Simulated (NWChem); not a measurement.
Molecule: C₂HBrCl₂; SMILES ClC(Cl)=CBr

```xyz
6

Cl     1.6035     1.0064     0.0000
C     -0.1075     0.9803     0.0000
Cl    -0.8729     2.5238     0.0000
C     -0.8450    -0.1371     0.0000
Br    -0.1363    -1.8571     0.0000
H     -1.9337    -0.0769     0.0000
```
Atoms are numbered in this order, from 1.

Geometry: optimised at PBE0/def2-SVP.

Symmetry labels are those of Cs in the frame above (b1 and b2, or b-type labels, depend on it).

**Question.** List the 6 lowest vertical singlet excitations from Hartree-Fock/6-31G* (spherical d), TDHF (NWChem).

**Answer.** 
| state | energy (eV) | oscillator strength | symmetry | leading excitation (squared amplitude) |
|---|---|---|---|---|
| S1 | 6.24 | 0.000 | a" | HOMO → LUMO+1 (0.90) |
| S2 | 6.93 | 0.604 | a' | HOMO → LUMO (0.96) |
| S3 | 7.33 | 0.004 | a" | HOMO → LUMO+2 (0.84) |
| S4 | 7.58 | 0.004 | a' | HOMO−1 → LUMO+1 (0.88) |
| S5 | 8.07 | 0.001 | a" | HOMO → LUMO+3 (0.48) |
| S6 | 8.60 | 0.008 | a' | HOMO−2 → LUMO+2 (0.64) |
